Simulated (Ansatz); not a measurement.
Mg₇O₇⁻, relaxed as a doublet with UKS PBE-D4/def2-SVP in Ansatz, starting from the GFN1-xTB geometry. Force threshold 0.03 eV/Å.

The structure comes from a short search, and lower isomers may exist.

Start:

```xyz
14

Mg   -2.266   -0.116   -1.551
Mg   -1.545   -2.843   -1.597
Mg    1.740    2.998    1.776
Mg    0.558   -2.011   -0.008
Mg   -1.237    2.191   -0.406
Mg    0.698    0.566    0.586
Mg    3.075   -0.061    2.031
O    -2.787   -1.733   -2.220
O     2.964    1.725    2.320
O    -0.577   -0.375   -0.459
O     0.273    2.431    0.671
O    -2.593    1.707   -1.427
O     1.805   -0.966    1.028
O    -0.108   -3.513   -0.744
```

```json
{"step": "1", "energy (eV)": "-52396.6353", "largest force component (eV/Å)": "1.304", "SCF passes": "38"}
{"step": "2", "energy (eV)": "-52396.8721", "largest force component (eV/Å)": "0.703", "SCF passes": "24"}
{"step": "3", "energy (eV)": "-52397.1304", "largest force component (eV/Å)": "0.410", "SCF passes": "28"}
{"step": "4", "energy (eV)": "-52397.3198", "largest force component (eV/Å)": "0.466", "SCF passes": "30"}
{"step": "5", "energy (eV)": "-52397.3948", "largest force component (eV/Å)": "0.280", "SCF passes": "36"}
{"step": "6", "energy (eV)": "-52397.4066", "largest force component (eV/Å)": "0.440", "SCF passes": "28"}
{"step": "7", "energy (eV)": "-52397.4210", "largest force component (eV/Å)": "0.035", "SCF passes": "26"}
{"step": "8", "energy (eV)": "-52397.4214", "largest force component (eV/Å)": "0.015", "SCF passes": "26"}
```

Force components are those of the run's own axes.

End:

```xyz
14

Mg   -2.2587   -0.1565   -1.5564
Mg   -1.6406   -3.1479   -1.7219
Mg    1.7321    3.2006    1.7893
Mg    0.4385   -1.8133   -0.0514
Mg   -1.1427    1.9820   -0.3744
Mg    0.9991    0.7418    0.8159
Mg    3.1863   -0.2687    2.0879
O    -2.7995   -1.8347   -2.2553
O     2.5891    1.5268    2.0284
O    -0.4869   -0.0247   -0.3318
O     0.2893    2.6272    0.7156
O    -2.6371    1.7046   -1.4392
O     1.8447   -1.0625    1.0395
O    -0.1137   -3.4747   -0.7463
```

Bonds formed: Mg5–O10, Mg6–O9 (atoms count from 1).

No frequencies were taken in this run, so the end may be a saddle point.

It took 75 s on 4 threads of Arm Neoverse V2 on a shared host.
